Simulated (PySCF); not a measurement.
# Electron correlation in Pb²⁺ (lead, charge +2)

[Xe] 4f14 5d9 6s2 6p1, one real determinant (an excited configuration). All numbers are calculated (PySCF 2.14, the spin-free X2C one-electron Hamiltonian (Gaussian nucleus), in x2c-TZVPPall). Frozen: [Kr] 4d10 4f14; 20 electrons correlated.

MP2 pair energies summed by pair of shells (mhartree):

```
 pair   energy  share (%)
5d-5d  -167.11       39.1
5d-6s   -79.56       18.6
5p-5d   -74.34       17.4
5p-5p   -20.79        4.9
5d-6p   -18.70        4.4
6s-6s   -15.14        3.5
5p-6s   -13.03        3.0
6s-6p   -12.03        2.8
5s-5d   -11.84        2.8
5s-5p    -8.60        2.0
5p-6p    -3.14        0.7
5s-5s    -1.83        0.4
5s-6s    -1.01        0.2
5s-6p    -0.24        0.1
```

Total MP2 correlation energy: -427.37 mhartree.

Same-spin part -148.24 and opposite-spin part -279.12 mhartree; SCS-MP2 scales them by 1/3 and 6/5 to -384.36 mhartree.

The reference is one real determinant that mixes LS terms of this configuration.

This basis was not built for core-valence correlation, so the inner-shell part is incomplete.
